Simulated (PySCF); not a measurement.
Gas-phase reaction: SnHCl + SnHCl₃ ⇌ H₂ + 2 SnCl₂

Computed with PySCF (xtb for GFN2) and rigid-rotor harmonic-oscillator thermochemistry at 1 bar. † marks an energy on the PBE0/def2-TZVP geometry and frequencies; other levels use their own. CCSD(T) freezes the core. All species are closed-shell singlets. Sn: scalar-relativistic def2 core potential, no spin-orbit coupling. SnHCl, SnHCl₃: computed as isolated molecules; such fragments, hydroxides, amides, oligomers or adducts are transient or little studied in the gas. CCSD(T) isn't extrapolated to the basis-set limit; its ΔH°(298 K) is -71.7 kJ in def2-SVP and -86.1 kJ in def2-TZVPP. The harmonic model lacks anharmonicity and excited electronic states, which grow with temperature; levels with a mode under 35 cm⁻¹ are left out. Soft modes under 120 cm⁻¹ make the harmonic entropy rough for SnHCl₃, SnCl₂.

ΔH° and ΔS° at 298 K: BLYP/def2-TZVP† -155 kJ, 123 J/K; CCSD(T)/def2-TZVPP† -86 kJ, 123 J/K; GFN2-xTB -218 kJ, 114 J/K; HF/def2-TZVP† -76 kJ, 123 J/K; M06-2X/def2-TZVP† -95 kJ, 123 J/K.

Question: With the heat capacities included, give log10 K (1 bar) at 800, 1000, 1200, 1400, 1800 K from BLYP/def2-TZVP†, CCSD(T)/def2-TZVPP†, GFN2-xTB, HF/def2-TZVP†, M06-2X/def2-TZVP†.

Answer: 
```json
[
 {"T (K)": "800", "BLYP/def2-TZVP†": "16.5", "CCSD(T)/def2-TZVPP†": "12.1", "GFN2-xTB": "20.1", "HF/def2-TZVP†": "11.4", "M06-2X/def2-TZVP†": "12.6"},
 {"T (K)": "1000", "BLYP/def2-TZVP†": "14.5", "CCSD(T)/def2-TZVPP†": "10.9", "GFN2-xTB": "17.2", "HF/def2-TZVP†": "10.4", "M06-2X/def2-TZVP†": "11.4"},
 {"T (K)": "1200", "BLYP/def2-TZVP†": "13.1", "CCSD(T)/def2-TZVPP†": "10.1", "GFN2-xTB": "15.3", "HF/def2-TZVP†": "9.7", "M06-2X/def2-TZVP†": "10.5"},
 {"T (K)": "1400", "BLYP/def2-TZVP†": "12.1", "CCSD(T)/def2-TZVPP†": "9.5", "GFN2-xTB": "13.8", "HF/def2-TZVP†": "9.2", "M06-2X/def2-TZVP†": "9.9"},
 {"T (K)": "1800", "BLYP/def2-TZVP†": "10.7", "CCSD(T)/def2-TZVPP†": "8.7", "GFN2-xTB": "11.9", "HF/def2-TZVP†": "8.4", "M06-2X/def2-TZVP†": "9.0"}
]
```
